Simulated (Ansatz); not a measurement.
The molecule LaH, closed-shell singlet (lowest of 2S+1 = 1, 3, 5 at CCSD(T)/def2-TZVPP on PBE0 minima; our sources give no spin for the ground state, which may be another). No spin–orbit coupling.

Seven points along R, fitted to fifth degree in 1/R; most abundant isotopes. Runs in def2 and cc sets follow the lowest solution found near the PBE0 minimum. The singlet is held restricted.

Correlated levels freeze the inner cores; with def2 sets outer-core shells near the valence are correlated too.

Run with Ansatz (Gaussian basis) for Hartree–Fock, density functionals and correlated methods. Each number belongs to the level named beside it. In def2 rows elements past Kr take small-core potentials, without spin–orbit coupling.

Energies at CCSD(T)/def2-QZVPP:

```
R (Å)      E (hartree)
--------  ------------
1.901717  -31.95189354
1.952839  -31.95389617
1.999871  -31.95488195
2.053037  -31.95514951
2.106203  -31.95465088
2.167549  -31.95327491
2.239119  -31.95078091
```

### Question
With a reduced mass of 1.0006 u, find the minimum, the force constant and the constants.

### Answer
A fifth-degree polynomial in 1/R puts the minimum at r_e = 2.0437 Å with force constant 121 N/m. Then ω_e = (1/2πc)√(k/μ) = 1436 cm⁻¹ and B_e = h/(8π²cμr_e²) = 4.034 cm⁻¹; the cubic and quartic terms give α_e = 0.076 and ω_e x_e = 15 cm⁻¹.

Doubts at one or more of the structures used: a restricted determinant that unrestricted orbitals would lower (CCSD(T)/def2-QZVPP).

Ansatz is a program for electronic structure.
